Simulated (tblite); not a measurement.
Compound: C4H5ClGeO2.
Bonds: O1–C2 (double), C2–C3 (double), C3–C4, C4–O5 (double), C3–Ge6, Ge6–C7, C7–Cl8. Hydrogens: H9 on C4; H10, H11 on Ge6; H12, H13 on C7.

Computed with GFN2-xTB (tblite), gas phase: L-BFGS steps from a force-field or distance-geometry start until the largest atomic force falls under 0.01 eV/Å.

Step 14: E = -698.3387 eV
```
atom  x, y, z in Å  |  force x, y, z in eV/Å
O1     -1.7527    1.9306   -2.1997    0.020  -0.008   0.042
C2     -1.4739    1.1240   -1.4199    0.014  -0.027  -0.025
C3     -1.1151    0.2681   -0.5121    0.122  -0.050   0.076
C4     -1.5952   -1.0728   -0.3075   -0.007   0.075  -0.099
O5     -1.1641   -1.7847    0.5689    0.102   0.071   0.095
Ge6     0.3207    0.7023    0.7999   -0.054   0.026  -0.026
C7      1.9008   -0.4924    0.5669   -0.113   0.054   0.010
Cl8     2.4413   -0.2858   -1.1134   -0.010  -0.012   0.017
H9     -2.3734   -1.4114   -1.0064   -0.069  -0.091   0.001
H10    -0.2624    0.6445    2.1858   -0.037  -0.076  -0.023
H11     0.6829    2.1263    0.4743    0.110   0.004   0.030
H12     2.7263   -0.2069    1.2184   -0.068  -0.009  -0.051
H13     1.6606   -1.5413    0.7270   -0.010   0.042  -0.046
```

Step 15: E = -698.3416 eV
```
atom  x, y, z in Å  |  force x, y, z in eV/Å
O1     -1.7509    1.9324   -2.1998    0.015   0.010   0.028
C2     -1.4723    1.1257   -1.4202   -0.002   0.003  -0.069
C3     -1.1134    0.2692   -0.5146    0.123  -0.040   0.090
C4     -1.5936   -1.0701   -0.3088    0.020   0.059  -0.052
O5     -1.1565   -1.7734    0.5718    0.096   0.004   0.126
Ge6     0.3191    0.7038    0.8043   -0.048  -0.055  -0.123
C7      1.8978   -0.4937    0.5654   -0.104   0.047   0.032
Cl8     2.4386   -0.2844   -1.1144   -0.015  -0.010   0.020
H9     -2.3727   -1.4201   -1.0005   -0.060  -0.053  -0.016
H10    -0.2692    0.6410    2.1823   -0.055  -0.071   0.038
H11     0.6832    2.1233    0.4746    0.119   0.046   0.032
H12     2.7236   -0.2091    1.2172   -0.063  -0.004  -0.053
H13     1.6618   -1.5442    0.7250   -0.025   0.065  -0.053
```

Step 16: E = -698.3448 eV
```
atom  x, y, z in Å  |  force x, y, z in eV/Å
O1     -1.7484    1.9351   -2.1996    0.008   0.024   0.011
C2     -1.4702    1.1272   -1.4213   -0.001   0.020  -0.082
C3     -1.1099    0.2706   -0.5169    0.070  -0.017   0.033
C4     -1.5908   -1.0668   -0.3100    0.049   0.003   0.027
O5     -1.1461   -1.7593    0.5768    0.056  -0.047   0.108
Ge6     0.3165    0.7044    0.8070   -0.033  -0.095  -0.161
C7      1.8925   -0.4944    0.5642   -0.069   0.029   0.029
Cl8     2.4351   -0.2830   -1.1150   -0.022  -0.003   0.018
H9     -2.3726   -1.4310   -0.9938   -0.009   0.003   0.000
H10    -0.2784    0.6357    2.1789   -0.061  -0.064   0.071
H11     0.6856    2.1205    0.4756    0.119   0.068   0.036
H12     2.7195   -0.2118    1.2147   -0.053   0.011  -0.040
H13     1.6627   -1.5466    0.7216   -0.052   0.069  -0.051
```

Step 17: E = -698.3474 eV
```
atom  x, y, z in Å  |  force x, y, z in eV/Å
O1     -1.7463    1.9376   -2.1993    0.001   0.034  -0.007
C2     -1.4681    1.1282   -1.4230    0.008   0.016  -0.066
C3     -1.1059    0.2717   -0.5189   -0.008  -0.007  -0.052
C4     -1.5875   -1.0646   -0.3102    0.066  -0.052   0.094
O5     -1.1367   -1.7479    0.5823    0.007  -0.067   0.061
Ge6     0.3137    0.7036    0.8068   -0.020  -0.068  -0.116
C7      1.8867   -0.4943    0.5635   -0.025   0.011   0.005
Cl8     2.4318   -0.2818   -1.1152   -0.027   0.005   0.009
H9     -2.3725   -1.4402   -0.9879    0.055   0.055   0.033
H10    -0.2871    0.6298    2.1771   -0.048  -0.054   0.052
H11     0.6902    2.1194    0.4772    0.106   0.053   0.044
H12     2.7149   -0.2137    1.2120   -0.038   0.027  -0.016
H13     1.6623   -1.5473    0.7178   -0.076   0.049  -0.041
```

Problem. Estimate the geometry and energy of step 18. (The exact step hangs on the optimiser's Hessian estimate; all steps are aligned on step 17, rigid shifts and turns removed.)

Solution. E = -698.3497 eV, largest force 0.156 eV/Å
```
atom  x, y, z in Å  |  force x, y, z in eV/Å
O1     -1.7448    1.9400   -2.1990   -0.002   0.040  -0.021
C2     -1.4660    1.1287   -1.4252    0.012  -0.001  -0.041
C3     -1.1024    0.2719   -0.5214   -0.071  -0.009  -0.119
C4     -1.5839   -1.0639   -0.3091    0.062  -0.079   0.120
O5     -1.1296   -1.7407    0.5876   -0.025  -0.068   0.021
Ge6     0.3111    0.7023    0.8045   -0.012  -0.002  -0.027
C7      1.8813   -0.4935    0.5628    0.013  -0.004  -0.025
Cl8     2.4288   -0.2810   -1.1151   -0.028   0.013  -0.006
H9     -2.3717   -1.4463   -0.9827    0.103   0.085   0.062
H10    -0.2943    0.6238    2.1767   -0.023  -0.043   0.001
H11     0.6969    2.1198    0.4796    0.082   0.016   0.052
H12     2.7102   -0.2142    1.2095   -0.020   0.037   0.010
H13     1.6600   -1.5464    0.7141   -0.091   0.016  -0.027
```

The energy changes by -0.0023 eV. The first-order estimate −F·Δx gives -0.0031 eV and the mean of the old and new forces, exact on a quadratic surface, -0.0023 eV. The step makes an angle of 63° with the force vector and moves no atom by more than 0.011 Å.

What follows is the cost of the whole relaxation. Hardware: an Arm Neoverse N1 with one thread, on a shared host. Cost: 1.1 s of wall time.
